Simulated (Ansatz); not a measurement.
Start from `C[C](=S)[GeH3]` and change one atom or group to get `CC(=S)[O][GeH3]`.

Ansatz, PBE0-D4/def2-TZVP geometries, multiplicity 1. 

Scalar relativity is left out up to krypton.

```
                                        property  `C[C](=S)[GeH3]`
             HOMO–LUMO gap (PBE/def2-TZVPP) / eV              1.87
            HOMO–LUMO gap (PBE0/def2-TZVPP) / eV              3.96
size of the dipole moment (B3LYP/def2-TZVPP) / D              2.09
         HOMO–LUMO gap (ωB97M-V/def2-TZVPP) / eV              8.27
           HOMO–LUMO gap (B3LYP/def2-TZVPP) / eV              3.55
           LUMO energy (ωB97M-V/def2-TZVPP) / eV             -0.16
```

**Question.** Give the same properties after the change, and the shifts. (An estimate is asked.)

**Answer.** Computed: 
```
                                        property  `CC(=S)[O][GeH3]`  shift
             HOMO–LUMO gap (PBE/def2-TZVPP) / eV               2.89   1.02
            HOMO–LUMO gap (PBE0/def2-TZVPP) / eV               5.01   1.05
size of the dipole moment (B3LYP/def2-TZVPP) / D               4.86   2.77
         HOMO–LUMO gap (ωB97M-V/def2-TZVPP) / eV               9.37   1.10
           HOMO–LUMO gap (B3LYP/def2-TZVPP) / eV               4.56   1.01
           LUMO energy (ωB97M-V/def2-TZVPP) / eV               0.99   1.15
```

With PBE0 the HOMO rises by 0.08 eV and the LUMO rises by 1.15 eV, so the gap widens by about 1.07 eV. PBE moves the HOMO by 0.11 eV and ωB97M-V by 0.05 eV. Dipoles are sizes alone; their direction can turn.

B3LYP here is the variant with VWN-RPA as its local correlation; programs differ in this.
